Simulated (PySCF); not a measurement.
Excitation energy of K by level of theory

K [Ar] 4s1 (2S) → K [Ar] 4p1 (2P), as a difference of total energies. Calculation: PySCF 2.14, in aug-cc-pVQZ-X2C; the spin-free X2C one-electron Hamiltonian (Gaussian nucleus). The calculations carry no spin-orbit coupling.

```json
{"method": "UHF", "excitation energy (eV)": "1.421", "error (eV)": "-0.194"}
{"method": "LDA", "excitation energy (eV)": "1.537", "error (eV)": "-0.078"}
{"method": "PBE", "excitation energy (eV)": "1.387", "error (eV)": "-0.228"}
{"method": "PBE0", "excitation energy (eV)": "1.403", "error (eV)": "-0.212"}
{"method": "r2SCAN", "excitation energy (eV)": "1.360", "error (eV)": "-0.255"}
{"method": "BLYP", "excitation energy (eV)": "1.456", "error (eV)": "-0.159"}
{"method": "CAM-B3LYP", "excitation energy (eV)": "1.580", "error (eV)": "-0.035"}
{"method": "wB97X", "excitation energy (eV)": "1.397", "error (eV)": "-0.218"}
{"method": "PW91", "excitation energy (eV)": "1.395", "error (eV)": "-0.220"}
```

Reference: 1.615 eV (measured; NIST levels, between the centres of gravity of the two terms).
